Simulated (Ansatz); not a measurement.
Calculated with Ansatz (gas phase, PBE0-D4/def2-TZVP geometries, no zero-point term in ΔE). CCSD(T)/CBS is the MP2 limit (def2-TZVPP, def2-QZVPP) plus CCSD(T) − MP2 in def2-TZVPP, frozen cores. This one scheme is used for every species. For Ga outer-core shells are correlated without core-valence functions, which leaves a few kJ/mol of doubt a bond. Scalar relativity is left out up to krypton. One conformer a species, not always the lowest.

Consider the formal hydrolysis of a Ga–Ga bond: `[F][GaH][GaH2]` + H₂O → `[OH][GaH][F]` + `[GaH3]`.

`[F][GaH][GaH2]`:

```xyz
6

F    -0.154   -2.004   -1.334
Ga   -0.899   -0.611   -0.526
Ga    0.797    0.772    0.617
H    -2.457   -0.598   -0.733
H     1.513    1.954   -0.133
H     1.200    0.486    2.109
```

H₂O:

Z-matrix (Å, degrees):
```
O
H 1 0.960
H 1 0.960 2 105.1
```

`[OH][GaH][F]`:

Cartesian coordinates in Å:
```
O -0.919 0.884 -0.281
Ga 0.365 -0.307 -0.015
F 1.283 -0.579 -1.476
H -1.455 1.070 0.493
H 0.726 -1.069 1.279
```

`[GaH3]`:

Cartesian coordinates in Å:
```
Ga 0.000 0.001 0.000
H 0.578 -0.409 -1.399
H 0.953 0.576 1.104
H -1.531 -0.167 0.295
```

```csv
level,ΔE (kJ/mol)
MP2/def2-SVP,-43.5
MP2/CBS(def2),-19.0
```

(1) What does CCSD(T)/CBS give? (Estimate.)

Largest T1 diagnostic among the species: 0.015.

## Answers

(1) Ansatz gave: -13.1 kJ/mol. The listed levels differ from it by -30.4, -5.9 kJ/mol.

At CCSD(T), def2-SVP lies −22.4 kJ/mol from the extrapolated value and def2-TZVPP −8.7 kJ/mol. From BLYP to BHLYP (50 % exact exchange), in def2-TZVPP and without D4, ΔE moves by −6.2 kJ/mol. Leaving LDA and LC-ωPBE aside and taking each functional with its dispersion term where it has one, the values, not all of them listed here, spread over 21.9 kJ/mol, from B97M-V to PBE-D4. LDA lies −5.3 kJ/mol from PBE without D4.
